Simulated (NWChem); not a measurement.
# C2H5ClSi; SMILES C=C([SiH3])Cl

Computed with NWChem. Pople sets run with spherical d functions. All runs use the structure optimised with PBE-D3(BJ)/def2-SVP. Level: PBE0/6-31G* with SMD (1 M gas to 1 M solution), gas-phase geometry. Reactions with the solvent are ignored.

```json
[
 {"solvent": "water", "dielectric constant": "78.4", "solvation free energy (kcal/mol)": "[?]", "cavity-dispersion-structure term (kcal/mol)": "[?]", "dipole in solution (D)": "2.25"},
 {"solvent": "dimethyl sulfoxide", "dielectric constant": "46.8", "solvation free energy (kcal/mol)": "-0.9", "cavity-dispersion-structure term (kcal/mol)": "1.3", "dipole in solution (D)": "2.25"},
 {"solvent": "ethylene glycol", "dielectric constant": "40.2", "solvation free energy (kcal/mol)": "0.0", "cavity-dispersion-structure term (kcal/mol)": "2.2", "dipole in solution (D)": "2.24"},
 {"solvent": "2-propanol", "dielectric constant": "19.3", "solvation free energy (kcal/mol)": "-2.3", "cavity-dispersion-structure term (kcal/mol)": "-0.1", "dipole in solution (D)": "2.22"},
 {"solvent": "ethanol", "dielectric constant": "24.9", "solvation free energy (kcal/mol)": "-2.3", "cavity-dispersion-structure term (kcal/mol)": "0.0", "dipole in solution (D)": "2.23"}
]
```

Fill in the missing entries.


- water, solvation free energy (kcal/mol): 1.6
- water, cavity-dispersion-structure term (kcal/mol): 3.9
